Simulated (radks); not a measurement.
Results of a calculation; reference values are marked as such.
Question: Species: Te IV. Configuration: [Kr] 4d10 5s2 5p1. Code: a radial shooting solver on a logarithmic mesh with Libxc functionals. Model: Dirac Kohn-Sham, PBE, spin-unpolarised, spherical densities, point nucleus; open shells are shared between the two j in proportion to 2j + 1. Some entries of the table are withheld. Estimate them.

orbital      occ.  eigenvalue (eV)  <r> (bohr)  r(max) (bohr)
1s1/2           2        -31638.39     0.02781        0.01793
2s1/2           2        -4876.561         (1)         0.1015
2p1/2           2              (2)         (3)        0.07795
2p3/2           4              (4)         (5)        0.08265
3s1/2           2        -995.4077      0.3218         0.2928
3p1/2           2              (6)      0.3122         0.2792
3p3/2           4              (7)      0.3236         0.2897
3d3/2           4        -596.9458      0.2946         0.2361
3d5/2           6        -586.2468      0.2983         0.2391
4s1/2           2        -195.1280      0.7643         0.7013
4p1/2           2        -151.9213      0.8009         0.7216
4p3/2           4        -142.1943      0.8293         0.7459
4d3/2           4         -73.1899      0.9577         0.8052
4d5/2           6         -71.7082      0.9693         0.8140
5s1/2           2         -42.6769       1.921          1.728
5p1/2    0.333333         -32.4464       2.183          1.938
5p3/2    0.666667         -31.2242       2.253          2.004

Answer: 
(1) 2s1/2 <r> (bohr): 0.1194
(2) 2p1/2 eigenvalue (eV): -4570.800
(3) 2p1/2 <r> (bohr): 0.1008
(4) 2p3/2 eigenvalue (eV): -4296.298
(5) 2p3/2 <r> (bohr): 0.1064
(6) 3p1/2 eigenvalue (eV): -869.7244
(7) 3p3/2 eigenvalue (eV): -818.5582
